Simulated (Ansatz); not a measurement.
Molecule (SMILES): [AsH2] (AsH2), doublet.
Atoms: As1, H2, H3. Bonds: As1-H2, As1-H3.

Basis-set convergence of the optimised As1-H2 bond length at B3LYP with Ansatz (a first-principles code). All functions are spherical. The program fits the integrals of some runs and decomposes those of others, by size. Open shells are unrestricted. No added dispersion term, no relativity. Reference: the value in aug-pcseg-3, 1.5285 Å, itself unsure by roughly 0.0005 Å (its mean distance from aug-cc-pVQZ, cc-pV5Z, def2-QZVPPD). Deviations are taken from unrounded values.

```csv
basis,functions,optimised As1-H2 bond length (Å),minus reference (Å)
def2-SV(P),36,1.5418,0.0133
def2-SVP,42,1.5355,0.0070
def2-SVPD,54,1.5344,0.0059
def2-TZVP,60,1.5301,0.0016
def2-TZVPD,72,1.5300,0.0015
def2-TZVPP,76,1.5293,0.0008
def2-TZVPPD,88,1.5291,0.0006
def2-QZVP,135,1.5285,0.0000
def2-QZVPP,149,1.5283,-0.0002
def2-QZVPPD,161,1.5282,-0.0003
```

The smallest set listed that lies within 0.003 Å of the reference with all its larger relatives (same family, alike in diffuse functions; a set with none counts only in the reference's own line) is def2-TZVP (60 functions, 0.0016 Å off).
